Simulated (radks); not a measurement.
Ce3+, configuration [Xe] 4f1. Calculated with a radial shooting solver on a logarithmic mesh with Libxc functionals: Dirac Kohn-Sham, LDA (Slater exchange, Perdew-Wang correlation), spin-unpolarised, spherical densities, point nucleus; open shells are shared between the two j in proportion to 2j + 1.

Spin-orbit splittings of the eigenvalues, e(l+1/2) - e(l-1/2), with zeta = 2 splitting/(2l+1) and mean radii in bohr:

| shell | occ. | splitting (eV) | zeta (eV) | <r> j=l-1/2 | <r> j=l+1/2 |
|---|---|---|---|---|---|
| 2p | 6 | 446.0 | 297.4 | 0.08798 | 0.09418 |
| 3p | 6 | 87.61 | 58.41 | 0.2683 | 0.2805 |
| 3d | 10 | ? | ? | 0.2515 | 0.2553 |
| 4p | 6 | 18.96 | 12.64 | 0.6562 | 0.6838 |
| 4d | 10 | 3.321 | 1.328 | 0.7389 | 0.7487 |
| 4f | 1 | 0.3450 | 0.09856 | 1.052 | 1.061 |
| 5p | 6 | 2.944 | 1.963 | 1.665 | 1.738 |

Estimate the 3d splitting.

Answer. 18.84 eV (zeta = 7.534 eV).
